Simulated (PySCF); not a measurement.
Gas-phase reaction: GeCl2 + 4 CH3 = CH3GeH3 + 2 CH2 + CH2Cl2

Method: PySCF energies plus ideal-gas RRHO corrections (1 bar). † marks an energy on the PBE0/def2-TZVP geometry and frequencies; other levels use their own. MP2 and CCSD(T) freeze the core. 6-31G* has spherical d functions here. Open shells (unrestricted): CH3 (multiplicity 2), CH2 (multiplicity 3); the rest are closed-shell singlets. Ge: all electrons, no relativistic terms. MP2 isn't extrapolated to the basis-set limit; its ΔH°(298 K) is 260.6 kJ in def2-SVP and 270.9 kJ in def2-TZVPP. CCSD(T) isn't extrapolated to the basis-set limit; its ΔH°(298 K) is 277.4 kJ in def2-SVP and 280.4 kJ in def2-TZVPP. The harmonic model lacks anharmonicity and excited electronic states, which grow with temperature; levels with a mode under 35 cm⁻¹ are left out. Internal rotation in CH3GeH3 is treated as a harmonic vibration of one conformer, which makes the entropy rough.

| level | ΔE electronic, kJ | ΔH°(298 K), kJ | ΔS°(298 K), J/K | ΔG°(1800 K), kJ |
|---|---|---|---|---|
| CCSD(T)/def2-TZVPP† | 284 | 280 | -144 | 534 |
| HF/6-31G* | 291 | 294 | -159 | 588 |
| HF/def2-TZVP† | 310 | 306 | -144 | 560 |
| MP2/def2-TZVPP† | 274 | 271 | -144 | 524 |
| PBE/def2-TZVP† | 322 | 319 | -144 | 572 |
| PBE0/def2-TZVP | 309 | 306 | -144 | 559 |
| ωB97M-V/def2-TZVP† | 308 | 305 | -144 | 558 |
| ωB97X-V/def2-TZVP† | 300 | 296 | -144 | 550 |
ΔH° is lowest at MP2/def2-TZVPP† and highest at PBE/def2-TZVP†. No reference value is set beside these.
